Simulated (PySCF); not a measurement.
## Dy³⁷⁺: ionisation energy

Dy³⁷⁺ [Ar] 3d10 4s1 [4s1/2^1, M_J = 1/2] → Dy³⁸⁺ [Ar] 3d10, as a difference of total energies. All numbers are calculated (PySCF 2.14, the two-component X2C-1e Hamiltonian, in an uncontracted even-tempered set (17 s from 4.1 bohr⁻², ratio 2.8; 13 p from 5.4 bohr⁻², ratio 2.8; 8 d from 9.5 bohr⁻², ratio 2.8; 4 f from 22 bohr⁻², ratio 3)). Correlated levels: [Ne] frozen; the 74 highest virtual spinors dropped. "Screened" scales the spin-orbit matrix elements by Boettger's factors to mimic the two-electron term; Breit and QED terms are absent.

| method | ionisation energy (eV) | difference from reference (eV) |
| --- | --- | --- |
| GHF (spin-free) | 1677.9 | -13.8 |
| GMP2 (spin-free) | 1679.1 | -12.6 |
| GHF (screened spin-orbit) | 1677.7 | -14.0 |
| GMP2 (screened spin-orbit) | 1678.9 | -12.8 |

Reference: 1691.7 ± 0.3 eV (semi-empirical (NIST evaluation); NIST Atomic Spectra Database, ionization energies).

Breit and QED terms and the two-electron picture change are absent.
